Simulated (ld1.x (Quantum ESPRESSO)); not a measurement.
## P, TM: configuration errors across variants

ld1.x (Quantum ESPRESSO) 7.5 input, shortened:

```
&input
   title='P', zed=15., rel=1, dft='PBE', iswitch=3,
   config='[Ne] 3s2 3p2.5'
 /
 &inputp
   pseudotype=2, tm=.true., lloc=-1, rcloc=1.35,
   nlcc=.true., rcore=0.85
 /
2
3S  1  0   2.00   0.00  1.55  1.55  0.0
3P  2  1   2.50   0.00  1.20  1.20  0.0
 &test
   configts(1)='3s2 3p2.5'
 /
```

All-electron excitation energies from the reference (eV): (1) 3s2 3p3 -3.775; (2) 3s2 3p2 5.955; (3) 3s2 3p1 25.102; (4) 3s2 3p3.3 -5.082; (5) 3s1 3p4 4.759; (6) 3s0 3p5 13.426; (7) 3s2 3p0 54.841.

A true bound ghost makes a file unfit for plane-wave use even where its test errors are small: the radial tests pick states by their node count and pass the ghost by.

Errors AE − PS in meV (a dash: test not solved or not reliable):

| change | (1) | (2) | (3) | (4) | (5) | (6) | (7) | bound ghosts |
| --- | --- | --- | --- | --- | --- | --- | --- | --- |
| base | +1.0 | +1.3 | +18 | +2.1 | +0.9 | +4.8 | +61 | none |
| all radii but the core radius scaled by about 0.75 (s 1.16, p 0.90 bohr); local potential all-electron potential smoothed inside 1.02 bohr (lloc = -1) | +2.4 | +5.0 | +86 | +4.8 | +2.0 | +9.3 | +438 | p, s |
| all radii but the core radius scaled by about 0.84 (s 1.30, p 1.00 bohr); local potential all-electron potential smoothed inside 1.12 bohr (lloc = -1) | +1.6 | +2.8 | +42 | +3.3 | -1.6 | -3.7 | +190 | p |
| all radii but the core radius scaled by about 0.90 (s 1.40, p 1.08 bohr); local potential all-electron potential smoothed inside 1.22 bohr (lloc = -1) | +1.0 | +1.4 | +17 | +2.1 | 0.0 | +2.1 | +51 | none |
| all radii but the core radius scaled by about 1.07 (s 1.66, p 1.28 bohr); local potential all-electron potential smoothed inside 1.44 bohr (lloc = -1) | +1.1 | +1.3 | +19 | +2.1 | -0.1 | +0.7 | +66 | none |
| all radii but the core radius scaled by about 1.21 (s 1.88, p 1.46 bohr); local potential all-electron potential smoothed inside 1.64 bohr (lloc = -1) | +1.1 | +1.3 | +21 | +2.0 | -5.4 | -22 | +85 | none |
| all radii but the core radius scaled by about 1.29 (s 2.00, p 1.54 bohr); local potential all-electron potential smoothed inside 1.74 bohr (lloc = -1) | +1.1 | +1.4 | +24 | +2.1 | -9.2 | -39 | +100 | none |
| all radii but the core radius scaled by about 1.37 (s 2.14, p 1.64 bohr); local potential all-electron potential smoothed inside 1.86 bohr (lloc = -1) | +1.2 | +1.6 | +29 | +2.2 | -15 | -66 | +125 | none |

Question: Give the same row for: all radii but the core radius scaled by about 1.13 (s 1.76, p 1.36 bohr); local potential all-electron potential smoothed inside 1.54 bohr (lloc = -1).

Answer: +1.0, +1.2, +19, +2.0, -1.9, -7.0, +72; bound ghosts: none.
